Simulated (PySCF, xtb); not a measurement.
C₃H₅BO₂, SMILES C=CB(O)C=O.

Coordinates come from a B3LYP-D3(BJ)/def2-SVP optimisation. This is a generated structure with no PubChem entry under its InChIKey; it may be hypothetical. Other conformers were not sampled.

Calculation: C-PCM-B3LYP/def2-SVP run with PySCF.

The values are the electrostatic part of the solvation free energy, E(continuum) − E(gas) at the gas-phase geometry, in a cavity of scaled van der Waals radii (PySCF's table); cavitation and dispersion terms are not included. In vacuum the orbital gap is 4.45 eV. The dipole moment in vacuum is 1.71 D.

```
solvent        ε  ΔG(elec) (kcal/mol)  dipole (D)  gap (eV)
---------  -----  -------------------  ----------  --------
water      78.36                    ?           ?         ?
toluene     2.37                 -2.5        1.93      4.48
1-octanol   9.86                 -4.1        2.09      4.49
```

Some entries are withheld; supply them. (The exact figures need the calculation; the answer reports its results.)


- water, ΔG(elec) (kcal/mol): -4.5
- water, dipole (D): 2.13
- water, gap (eV): 4.50

For comparison, GFN2-xTB/ALPB(water) (xtb, at the GFN2-xTB geometry, all terms of that model) gives -4.7 kcal/mol.
